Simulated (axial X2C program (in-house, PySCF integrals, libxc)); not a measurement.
## AgH at several levels of theory

Calculated with an in-house all-electron X2C program for linear molecules (integrals from PySCF). Spin-free means the one-electron spin-free X2C Hamiltonian; two-component (2c) means X2C with spin–orbit coupling and atomic mean-field two-electron Coulomb and Gaunt terms, so the difference of the two also holds small scalar two-electron terms. Basis: Ag dyall-cv3z [12s12p8d5f3g], H dyall-v3z [6s2p1d] (cores contracted in-house); Gaussian nuclei, density fitting, unrestricted open shells. Masses: Ag 106.905 u, H 1.008 u.

Input:
```json
{
 "zs": [
  47,
  1
 ],
 "q": 0,
 "bas": [
  "dyall-cv3z",
  "dyall-v3z"
 ],
 "levels": [
  "PBE0",
  "HF",
  "PBE"
 ],
 "cc": true,
 "r0": 1.6,
 "thr": -2.0,
 "nmax": 90,
 "npts": 10,
 "nst": 2,
 "ntry": 6
}
```
```bash
python so2c.py task.json out
```

Keys: zs atomic numbers; q charge; bas basis sets; levels methods; cc coupled cluster on or off; r0 starting distance in Å; thr threshold in hartree for freezing inner shells (an s shell follows its p shell); nmax most natural virtual spinors; npts points on the curve; nst determinants followed; ntry starts of the search. HF also brings MP2.

State, spin-free: M_S = 0, Λ = 0 (closed shell); electrons by block: σα: 10, σβ: 10, π+α: 5, π+β: 5, π-α: 5, π-β: 5, δ+α: 2, δ+β: 2, δ-α: 2, δ-β: 2. Fragments: Ag + H.

State, 2c: Ω = 0 (closed shell); electrons by block: 1/2: 15, -1/2: 15, 3/2: 7, -3/2: 7, 5/2: 2, -5/2: 2. Fragments: Ag + H.

```tsv
Hamiltonian	level	Re (Å)	ωe (cm⁻¹)	ωexe (cm⁻¹)	De (eV)	D0 (eV)	k (mdyn/Å)	μ (D)
2c	PBE0	1.624	1763.8	30.5	2.28	2.17	1.83	-2.90
2c	HF	1.701	1600.8	24	1.23	1.13	1.51	-4.28
2c	MP2	1.590	1868.7	29.6	2.19	2.07	2.05	n/a
2c	CCSD	1.631	1726.3	30.5	2.30	2.20	1.75	n/a
2c	CCSD(T)	1.624	1739.3	32.2	2.36	2.25	1.78	n/a
2c	PBE	1.616	1770.5	33.6	2.43	2.32	1.84	-2.42
```

Spin-free values that have a 2c row agree with it to the digits that matter (0.001 Å, 0.01 eV) and are not repeated.

Correlated methods: 12 electrons correlated (number of frozen shells: Ag 4 s, 3 p, 1 d; H none), 210 virtual spin orbitals or spinors in MP2, 90 natural virtuals in coupled cluster.

Dipoles are positive if H is the positive end.

The state is one determinant whose occupation by symmetry is held fixed; it was picked as the lowest of a PBE0 search that is not exhaustive. Closed shells are restricted here (equal orbitals for both partners); the stretched side of such a curve lies too high. De is counted from the lowest determinant-based energies of the atoms at the same level, without counterpoise correction. CCSD and (T) use frozen natural virtuals with an MP2 correction for the truncation; (T) itself is uncorrected, so its De runs slightly low. The T1 diagnostic is large, a sign of multireference character.

Rough cost a point (2c) on 1 thread(s) of a shared host, integrals apart: PBE0 0.4 s, HF 0.2 s, CCSD(T) 4 s, PBE 0.26 s.

The whole task took 86 s on 1 thread of Arm Neoverse V1 (shared host).
